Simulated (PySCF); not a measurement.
## Ionisation energy of Sn⁺ by level of theory

Sn⁺ [Kr] 4d10 5s2 5p1 (2P) → Sn²⁺ [Kr] 4d10 5s2 (1S), as a difference of total energies. All numbers are calculated (PySCF 2.14, a scalar-relativistic core potential, in aug-cc-pwCVTZ-PP with ECP28MDF). Correlated levels: valence: 4s2 4p6 4d10 frozen. The calculations carry no spin-orbit coupling.

| method | ionisation energy (eV) |
| --- | --- |
| UHF | 13.758 |
| MP2 (valence) | 13.973 |
| SCS-MP2 (valence) | 13.962 |
| CCSD (valence) | 14.036 |
| CCSD(T) (valence) | 14.055 |

Task: How much does correlation contribute at CCSD(T) (valence)?

Result: 14.055 − (13.758) = 0.297 eV, measured against UHF.

Errors of the correlated levels include the incompleteness of this basis and the frozen core.

For comparison: 14.282 eV (measured; NIST levels, between the centres of gravity of the two terms).
